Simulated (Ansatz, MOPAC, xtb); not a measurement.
Bond stretch in SeH (cation, charge +1), lowest triplet found (which spin is the ground state isn't settled by this scan).

- PM6, unrestricted, heats of formation (MOPAC)
- GFN1-xTB (xtb)
- PM7, unrestricted, heats of formation (MOPAC)
- FCI = full CI/cc-pVTZ, cores with 3d frozen in Ansatz (a program for electronic structure)

Energies relative to the lowest point of each curve between 1.25 and 1.79 Å, where full CI is lowest, in mEh; the last columns give the difference from FCI:

```tsv
R / Å	PM6	GFN1-xTB	PM7	FCI	PM6 − FCI	GFN1-xTB − FCI	PM7 − FCI
1.09	90.2	120.3	75.8	122.6	-32.4	-2.3	-46.8
1.17	51.7	58.4	41.9	67.0	-15.3	-8.5	-25.1
1.25	25.9	25.0	20.0	32.4	-6.5	-7.4	-12.4
1.32	11.5	9.6	8.2	14.3	-2.8	-4.7	-6.1
1.36	6.1	4.6	4.0	7.8	-1.6	-3.1	-3.7
1.44	0.6	0.2	0.1	0.9	-0.3	-0.6	-0.8
1.47	0.0	0.0	0.0	0.0	0.0	0.0	0.0
1.54	1.4	1.5	2.0	0.6	0.8	1.0	1.4
1.57	2.9	2.9	3.7	1.7	1.2	1.2	1.9
1.63	7.4	6.6	8.4	5.3	2.1	1.3	3.0
1.70	14.6	12.4	15.5	11.0	3.6	1.3	4.5
1.79	25.9	21.3	26.8	19.9	6.0	1.4	6.9
1.92	44.1	36.0	45.5	34.1	9.9	1.8	11.4
2.03	59.1	48.5	62.2	46.3	12.9	2.2	16.0
2.22	80.8	68.3	87.1	65.4	15.4	2.9	21.7
2.40	95.1	84.6	103.5	80.3	14.9	4.4	23.3
2.68	108.1	105.0	118.7	96.3	11.8	8.7	22.3
3.00	114.4	120.9	126.6	106.1	8.3	14.8	20.5
3.32	116.4	130.2	129.7	110.7	5.7	19.5	19.0
3.79	117.1	—	131.0	113.1	4.0	—	17.9
4.40	117.3	—	—	114.0	3.3	—	—
5.14	117.3	—	—	114.2	3.1	—	—
```

PM6 is furthest from FCI at 1.09 (-32.4 mEh, below); its mean absolute difference over the points is 7.4 mEh.

GFN1-xTB is furthest from FCI at 3.32 (19.5 mEh, above); its mean absolute difference over the points is 4.6 mEh.

PM7 is furthest from FCI at 1.09 (-46.8 mEh, below); its mean absolute difference over the points is 13.2 mEh.

A dash means that the run gave no value there, or that the column was ended at a point which the program doubted or which failed a test of continuity chosen for this set; such a test can also cut sound points.
